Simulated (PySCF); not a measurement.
Isomers of C8H16Si, from PBE0-D3(BJ)/def2-SVP geometry optimisation, gas phase in PySCF. One conformer each, no zero-point energy, no frequencies.

Question: Which isomer lies lowest at this level?
A. `[CH3:1][C@:2]12[CH2:3][CH2:4][C@:5]([CH2:6][SiH3:7])([CH2:8]1)[CH2:9]2` with C4–C5–C6–Si7 65°: A = 3120, B = 790.6, C = 760.9 MHz, dipole 0.93 D
B. `CC(C)(C)[C@H]1C=CC[SiH2]1`: A = 2230, B = 1043, C = 875.5 MHz, dipole 0.44 D
C. `[CH3:1][CH2:2][C@@H:3]1[CH2:4][C@H:5]([CH:6]2[CH2:7][CH2:8]2)[SiH2:9]1` with C1–C2–C3–C4 -64°, C4–C5–C6–C7 157°, C2–C3–C4–C5 -151°, C3–C4–C5–C6 151°, C5–C6–C7–C8 -110°, C4–C5–Si9–C3 -20°: A = 2888, B = 676.0, C = 578.4 MHz, dipole 0.42 D
D. `[CH2:1]=[CH:2][C@@H:3]1[CH2:4][CH2:5][Si@H:6]1[CH2:7][CH2:8][CH3:9]` with C1–C2–C3–C4 -135°, C5–Si6–C7–C8 -72°, Si6–C7–C8–C9 180°, C2–C3–C4–C5 -149°, C3–C4–C5–Si6 24°, C4–C5–Si6–C7 -138°, C2–C3–Si6–C5 141°: A = 2287, B = 648.8, C = 537.2 MHz, dipole 1.16 D

Answer: B. That is `[SiH2]1CC=C[C@@H]1C(C)(C)C`, 7.4 kcal/mol below the next.

| SMILES | mapped SMILES | E (Eh) | relative (kcal/mol) | relative (kJ/mol) | dipole (D) |
| --- | --- | --- | --- | --- | --- |
| CC(C)(C)[C@H]1C=CC[SiH2]1 | [CH3:1][C:2]([CH3:3])([CH3:4])[C@H:5]1[CH:6]=[CH:7][CH2:8][SiH2:9]1 | -603.17007 | 0.0 | 0.0 | 0.44 |
| C[C@]12CC[C@](C[SiH3])(C1)C2 | [CH3:1][C@:2]12[CH2:3][CH2:4][C@:5]([CH2:6][SiH3:7])([CH2:8]1)[CH2:9]2 | -603.15830 | 7.4 | 30.9 | 0.93 |
| C=C[C@@H]1CC[Si@H]1CCC | [CH2:1]=[CH:2][C@@H:3]1[CH2:4][CH2:5][Si@H:6]1[CH2:7][CH2:8][CH3:9] | -603.14659 | 14.7 | 61.6 | 1.16 |
| CC[C@@H]1C[C@H](C2CC2)[SiH2]1 | [CH3:1][CH2:2][C@@H:3]1[CH2:4][C@H:5]([CH:6]2[CH2:7][CH2:8]2)[SiH2:9]1 | -603.13371 | 22.8 | 95.5 | 0.42 |

As drawn, the lowest has a C=C bond outside aromatic rings and a quaternary carbon, which the highest lacks; the highest has a three-membered ring and a four-membered ring, which the lowest lacks.
